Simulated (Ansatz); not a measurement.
Consider the formal hydrolysis of a C–Si bond: `O[Si]1(CS)[NH][AlH]1` + H₂O → `OCS` + `O[SiH]1[NH][AlH]1`.

Isolated molecules relaxed with PBE0-D4/def2-TZVP in Ansatz; ΔE leaves out vibrations. CCSD(T)/CBS is the MP2 limit (def2-TZVPP, def2-QZVPP) plus CCSD(T) − MP2 in def2-TZVPP, frozen cores. This one scheme is used for every species. Functionals use def2-TZVPP. B3LYP here is the variant with VWN-RPA as its local correlation; programs differ in this. Each species was taken in one conformer, which may not be the lowest.

Task: Is it downhill or uphill in electronic energy at CCSD(T)/CBS, and by how much? (An estimate is asked.)

Result: Computed: Uphill: ΔE = +101.9 kJ/mol.

Task: What do these levels give: PBE-D4, r2SCAN-D4, PBE0-D4, ωB97X-V, ωB97M-V, PBE, B3LYP, HF/def2-TZVPP, MP2/def2-TZVPP, HF/CBS(def2), MP2/CBS(def2), CCSD/CBS(def2)? (Estimate.)

Result: Computed: PBE-D4 94.0, r2SCAN-D4 94.5, PBE0-D4 96.8, ωB97X-V 89.4, ωB97M-V 95.2, PBE 85.8, B3LYP 79.2, HF/def2-TZVPP 72.6, MP2/def2-TZVPP 106.6, HF/CBS(def2) 72.2, MP2/CBS(def2) 111.2, CCSD/CBS(def2) 98.4 kJ/mol.

Largest T1 diagnostic among the species: 0.014.

In def2-TZVPP, CCSD(T) changes the Hartree–Fock value by +24.7 kJ/mol (the triples alone add +3.5 kJ/mol) and MP2 by +34.0 kJ/mol. The D4 term adds +13.0 kJ/mol with B3LYP and +7.5 kJ/mol with PBE0; it sums over pairs of atoms, weighted by their polarisabilities, and B3LYP, whose exchange is more repulsive, gets the larger term.
